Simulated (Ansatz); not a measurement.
`CB([SeH])[SeH]` + `OCO[SiH2]F` → `CB(O)[SeH]` + `F[SiH2]OC[SeH]`  (redistribution)

Computed with Ansatz on PBE0-D4/def2-TZVP structures; ΔE is electronic, products minus reactants. CCSD(T)/CBS adds triple-zeta CCSD(T) − MP2 to the extrapolated MP2 energy (def2 sets, frozen cores). For Se outer-core shells are correlated without core-valence functions, which leaves a few kJ/mol of doubt a bond. Scalar relativity is left out up to krypton. Each species was taken in one conformer, which may not be the lowest.

```
         species  SCS-MP2/def2-TZVPP energy (Eh)
`CB([SeH])[SeH]`                     -4866.03363
    `OCO[SiH2]F`                      -580.13050
    `CB(O)[SeH]`                     -2541.09287
`F[SiH2]OC[SeH]`                     -2905.09400
```

Work out ΔE.

ΔE = (-2541.09287) + (-2905.09400) − (-4866.03363) − (-580.13050) = -0.02274 Eh = -14.3 kcal/mol. CCSD(T)/CBS gives -14.2 kcal/mol.

Largest T1 diagnostic among the species: 0.012.
